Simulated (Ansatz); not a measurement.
Reaction (substitution at a C–Si bond): `O[SiH2]CBF` + H–F → `FBCF` + `O[SiH3]`

Calculated with Ansatz (gas phase, PBE0-D4/def2-TZVP geometries, no zero-point term in ΔE). CBS: MP2 limit from def2 TZ/QZ plus the TZ coupled-cluster correction, frozen cores. This one scheme is used for every species. DFT in def2-TZVPP. Each species was taken in one conformer, which may not be the lowest.

```json
{"level": "r2SCAN0-D4", "ΔE (kJ/mol)": "128.4"}
{"level": "PBE-QIDH", "ΔE (kJ/mol)": "131.8"}
{"level": "RPA@PBE/def2-TZVPP", "ΔE (kJ/mol)": "115.4"}
{"level": "MP2/CBS(def2)", "ΔE (kJ/mol)": "146.2"}
```

(1) What does CCSD(T)/CBS give? (Best estimate.)

Largest T1 diagnostic among the species: 0.012.

## Answers

(1) The calculation gave: +133.4 kJ/mol. The listed levels differ from it by -5.0, -1.6, -18.0, 12.8 kJ/mol.

At CCSD(T), def2-SVP lies −26.5 kJ/mol from the extrapolated value and def2-TZVPP −5.3 kJ/mol. From BLYP to BHLYP (50 % exact exchange), in def2-TZVPP and without D4, ΔE moves by +9.2 kJ/mol.

CCSD(T)/CBS has its own doubt, a few kJ/mol and more with outer-core shells, so smaller differences from it don't rank the levels.
